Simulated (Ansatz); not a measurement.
Program: Ansatz. Geometries: PBE0-D4/def2-TZVP. ΔE: electronic, gas phase. CBS: MP2 limit from def2 TZ/QZ plus the TZ coupled-cluster correction, frozen cores. Functionals use def2-TZVPP. One conformer a species, not always the lowest.

Reaction (ligand exchange at the Si–N bond): `CO[SiH2]N[SiH2]F` + `S[SiH2]Cl` → `CO[SiH2]S[SiH2]Cl` + `N[SiH2]F`

`CO[SiH2]N[SiH2]F`:

```xyz
14

C    -0.979   -1.895   -1.773
O    -0.584   -0.668   -1.204
Si   -0.241   -0.492    0.390
N    -0.119    1.180    0.757
Si    1.293    2.070    1.118
F     1.530    2.211    2.695
H    -1.359   -1.701   -2.777
H    -0.134   -2.588   -1.851
H    -1.773   -2.377   -1.189
H    -1.336   -1.136    1.165
H     1.068   -1.105    0.735
H    -0.986    1.700    0.757
H     2.461    1.348    0.571
H     1.159    3.453    0.606
```

`S[SiH2]Cl`:

Cartesian coordinates in Å:
```
S -1.136 0.630 -1.105
Si 0.192 -0.443 0.153
Cl 0.013 0.073 2.132
H -0.487 1.799 -0.962
H 1.601 -0.194 -0.221
H -0.183 -1.865 0.003
```

`CO[SiH2]S[SiH2]Cl`:

```xyz
13

C    -0.271    0.770   -1.719
O    -0.947    0.949   -0.493
Si   -1.525   -0.222    0.484
S    -0.374   -0.438    2.284
Si    1.575   -0.376    1.466
Cl    1.848   -1.795   -0.002
H    -0.301   -0.271   -2.054
H    -0.744    1.399   -2.476
H     0.774    1.071   -1.612
H    -1.547   -1.506   -0.260
H    -2.868    0.155    0.974
H     1.868    0.928    0.835
H     2.512   -0.664    2.572
```

`N[SiH2]F`:

Cartesian coordinates in Å:
```
N 0.430 0.400 0.867
Si -0.367 -0.262 -0.475
F 0.530 -0.364 -1.802
H 1.084 -0.133 1.415
H 0.584 1.391 0.960
H -1.503 0.618 -0.822
H -0.758 -1.650 -0.144
```

```tsv
level	ΔE (kJ/mol)	difference from CCSD(T)/CBS
r2SCAN-D4	-5.0	-3.0
ωB97X-V	-2.6	-0.6
ωB97M-V	-2.7	-0.7
PBE0	-2.6	-0.6
HF/def2-TZVPP	15.5	17.5
CCSD/def2-TZVPP	5.2	7.2
CCSD(T)/def2-TZVPP	1.7	3.7
HF/def2-QZVPP	16.8	18.8
SCS-MP2/def2-QZVPP	0.5	2.5
HF/CBS(def2)	17.0	19.0
CCSD(T)/CBS	-2.0	0
```

Largest T1 diagnostic among the species: 0.011.

In def2-TZVPP, CCSD(T) changes the Hartree–Fock value by −13.7 kJ/mol (the triples alone add −3.4 kJ/mol) and MP2 by −19.2 kJ/mol. The D4 term adds −11.3 kJ/mol with B3LYP and −6.5 kJ/mol with PBE0; it sums over pairs of atoms, weighted by their polarisabilities, and B3LYP, whose exchange is more repulsive, gets the larger term.

B3LYP here is the variant with VWN-RPA as its local correlation; programs differ in this.
